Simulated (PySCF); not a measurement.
Correlation energy of Sr (strontium, neutral)

[Kr] 4d2, high-spin 3F determinant (an excited configuration). Computed with PySCF 2.14 in x2c-QZVPPall (13s8p7d3f2g, 111 functions), with the spin-free X2C one-electron Hamiltonian (Gaussian nucleus). Frozen: [Kr]; 2 electrons correlated.

With two correlated electrons CCSD is exact within the correlated space (frozen core and kept virtual orbitals).

```csv
level,correlation energy (mhartree)
CCSD,-9.17
```

Diagnostics: T1 = 0.0076, D1 = 0.0107, largest double amplitude 0.123.

Cost of the coupled-cluster step: of the order of 22 core-seconds, for 2 correlated electrons.

Iterations:

```
CC2 = 0
CCSD nocc = (np.int64(2), np.int64(0)), nmo = (93, 93)
frozen orbitals [[0, 1, 2, 3, 4, 5, 6, 7, 8, 9, 10, 11, 12, 13, 14, 15, 16, 17], [0, 1, 2, 3, 4, 5, 6, 7, 8, 9, 10, 11, 12, 13, 14, 15, 16, 17]]
max_cycle = 100
direct = 0
conv_tol = 1e-08
conv_tol_normt = 1e-06
diis_space = 8
diis_start_cycle = 0
Init t2, MP2 energy = -0.00508145661804443
Init E_corr(UCCSD) = -0.00508145661832661
cycle = 1  E_corr(UCCSD) = -0.00712335936267993  dE = -0.00204190274  norm(t1,t2) = 0.0411207
cycle = 2  E_corr(UCCSD) = -0.00808353638719886  dE = -0.000960177025  norm(t1,t2) = 0.0221845
cycle = 3  E_corr(UCCSD) = -0.00916117089133047  dE = -0.0010776345  norm(t1,t2) = 0.0126883
cycle = 4  E_corr(UCCSD) = -0.00916159076047369  dE = -4.19869143e-07  norm(t1,t2) = 0.00216742
cycle = 5  E_corr(UCCSD) = -0.00917229819110631  dE = -1.07074306e-05  norm(t1,t2) = 0.000281557
cycle = 6  E_corr(UCCSD) = -0.00916484390632844  dE = 7.45428478e-06  norm(t1,t2) = 9.9617e-05
cycle = 7  E_corr(UCCSD) = -0.0091691980113318  dE = -4.354105e-06  norm(t1,t2) = 3.84077e-05
cycle = 8  E_corr(UCCSD) = -0.00916769705005589  dE = 1.50096128e-06  norm(t1,t2) = 1.39878e-05
cycle = 9  E_corr(UCCSD) = -0.00916787324598905  dE = -1.76195933e-07  norm(t1,t2) = 4.60325e-06
cycle = 10  E_corr(UCCSD) = -0.0091680406081731  dE = -1.67362184e-07  norm(t1,t2) = 3.98897e-06
cycle = 11  E_corr(UCCSD) = -0.00916803146892056  dE = 9.13925254e-09  norm(t1,t2) = 2.56349e-07
UCCSD converged
E(UCCSD) = -3177.20065197407  E_corr = -0.009168031468920564
```
